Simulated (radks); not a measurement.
Spherical quantum dot in the effective-mass picture: electrons in a parabolic well V = omega^2 r^2 / 2 with omega = 0.144, all in effective atomic units (hartree* = m*/eps^2 hartree, bohr* = eps/m* bohr), one dielectric constant everywhere. Calculated with a radial shooting solver with Libxc functionals: non-relativistic Kohn-Sham, LDA (Slater exchange, Perdew-Wang correlation), spin-polarised, spherical densities. Levels are named by radial order and angular momentum (1s, 1p, 1d, 2s, ...), and open shells are averaged over m. Results are scaled to m* = 0.16 and eps = 13.8, for which hartree* = 22.86 meV and bohr* = 4.564 nm.

N = 9, configuration 1s2 1p6 1d(up 1, down 0). This is the lowest configuration that the search found. Occupied and some empty levels:

| level | occupation | eigenvalue (meV) | <r> (nm) |
|---|---|---|---|
| 1s up | 1 | 37.165 | 22.85 |
| 1s down | 1 | 37.274 | 22.60 |
| 1p up | 3 | 38.345 | 26.78 |
| 1p down | 3 | 38.480 | 26.70 |
| 1d up | 1 | 39.865 | 29.64 |
| 1d down | 0 | 40.009 | 29.65 |
| 2s up | 0 | 40.706 | 24.36 |
| 2s down | 0 | 40.779 | 24.48 |
| 1f up | 0 | 41.646 | 32.00 |
| 1f down | 0 | 41.789 | 32.06 |
| 2p up | 0 | 42.690 | 28.06 |
| 2p down | 0 | 42.773 | 28.09 |

Energy (meV): total 208.692, kinetic 17.376, external 76.369, Hartree 145.14, exchange-correlation -30.189.

Electron density:

| r (nm) | n(r) (e/nm^3) |
|---|---|
| 3.84 | 0.00003293 |
| 7.96 | 0.00004162 |
| 12.1 | 0.00005305 |
| 16.2 | 0.00006266 |
| 20.3 | 0.00006551 |
| 24.4 | 0.00005845 |
| 28.5 | 0.00004284 |
| 32.7 | 0.00002481 |
| 36.8 | 0.00001102 |
| 40.9 | 3.693e-06 |
| 45.0 | 9.278e-07 |
| 49.1 | 1.776e-07 |
| 53.3 | 2.508e-08 |
